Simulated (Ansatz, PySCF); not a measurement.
Sn(H)(Cl)2(OMe) (CH4Cl2OSn), SMILES C[O][SnH]([Cl])[Cl].

Geometry: B3LYP-D3(BJ)/def2-SVP. The structure was generated by enumeration; whether it is a known compound was not checked. The def2 effective core potentials stand for the cores of Sn; spin–orbit coupling is left out. One conformer was computed; it need not be the lowest.

Vertical ionisation energy (IE) and electron affinity (EA) in eV. Rows of orbital energies are one-electron estimates. Where ΔSCF, EOM or ADC give a negative EA the extra electron is unbound and the value depends on the basis.

```json
[
 {"level": "−ε(HOMO), −ε(LUMO), CAM-B3LYP/def2-TZVP (PySCF)", "IE": "9.81", "EA": "1.16"},
 {"level": "−ε(HOMO), −ε(LUMO), PBE/def2-TZVP (PySCF)", "IE": "[?]", "EA": "[?]"},
 {"level": "ΔSCF, CAM-B3LYP/def2-SVPD (Ansatz), final states of multiplicity 2 and 2", "IE": "10.58", "EA": "0.63"},
 {"level": "ΔSCF, PBE/def2-SVPD (Ansatz), final states of multiplicity 2 and 2", "IE": "9.96", "EA": "0.71"}
]
```

Some entries are withheld; supply them. (An estimate is asked for; the answer gives what the named calculation found.)


- −ε(HOMO), −ε(LUMO), PBE/def2-TZVP (PySCF), IE: 6.78
- −ε(HOMO), −ε(LUMO), PBE/def2-TZVP (PySCF), EA: 3.08

What vertical singlet–triplet gap does ΔSCF give with CAM-B3LYP/def2-SVPD (Ansatz, an electronic-structure program) and with PBE/def2-SVPD (Ansatz)? (The exact figures need the calculation; the answer reports its results.)

4.92 and 4.25 eV (triplet above singlet where positive).
